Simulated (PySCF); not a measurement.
F²⁺: excitation energy

F²⁺ [He] 2s2 2p3 (4S) → F²⁺ [He] 2s1 2p4 (4P), as a difference of total energies. Calculation: PySCF 2.14, in aug-cc-pVTZ; the non-relativistic Hamiltonian (point nucleus). Correlated levels: valence: 1s2 frozen. The calculations carry no spin-orbit coupling.

| method | excitation energy (cm⁻¹) |
| --- | --- |
| UHF | 152200 |
| MP2 (valence) | 152530 |
| SCS-MP2 (valence) | 152600 |
| CCSD (valence) | 152260 |
| CCSD(T) (valence) | 152220 |

A first-order spin-orbit estimate (lowest level to lowest level, LS coupling) adds -0.023 eV.
